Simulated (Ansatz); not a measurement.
```yaml
crystal:
  periodic: [false, false, false]
  atoms:
    - {symbol: N, position_ang: [-0.334523, 1.046477, -0.236877]}
    - {symbol: Si, position_ang: [0.349820, -0.548467, 0.107702]}
    - {symbol: F, position_ang: [0.436064, -0.933346, 1.734143]}
    - {symbol: Br, position_ang: [-1.034833, -2.142428, -0.844389]}
    - {symbol: H, position_ang: [-1.375561, 1.224553, -0.253769]}
    - {symbol: H, position_ang: [0.230682, 1.931557, -0.117435]}
    - {symbol: H, position_ang: [1.792612, -0.649745, -0.437255]}
basis:
  gaussian: {orbitals: def2-SVPD}
hamiltonian: {xc: {name: HF}}
correlation: {active_space: {window: {electrons: 6, orbitals: 2}}}
accuracy: high
output: {forces: true}
```

```sh
$ ansatz run in.yaml --threads 2 --pin off --events-out ev --progress --plain --max-ram 22528MiB --backend cpu
```

Q: How does Ansatz answer? (Best estimate.)

A: Ansatz gave: The run stopped with an error.
```
Functional definition: HF
2553 factors; integrals over basis functions are off by at most 4.9e-9 eV
mean field evaluation 1: about -82083.0513 eV, gradient 3.6e1 eV
mean field evaluation 2: about -82083.0922 eV, gradient 3.7e1 eV
mean field evaluation 4: about -82085.9186 eV, gradient 2.5e0 eV
mean field evaluation 8: about -82085.9479 eV, gradient 2.3e-1 eV
mean field evaluation 16: about -82085.9481 eV, gradient 4.7e-9 eV
mean field -82085.94806723 eV, -3016.6029516167 hartree, gradient 4.7e-9 eV, S^2 0.000000; 0 other end points of the search recorded, 0 dependent functions left out
reference -82085.94806723 eV, -3016.6029516167 hartree; 34, 34 occupied and 98, 98 virtual orbitals, 2553 factors
Error: 6 electrons in 2 orbitals form no window around the highest filled level of the reference
```
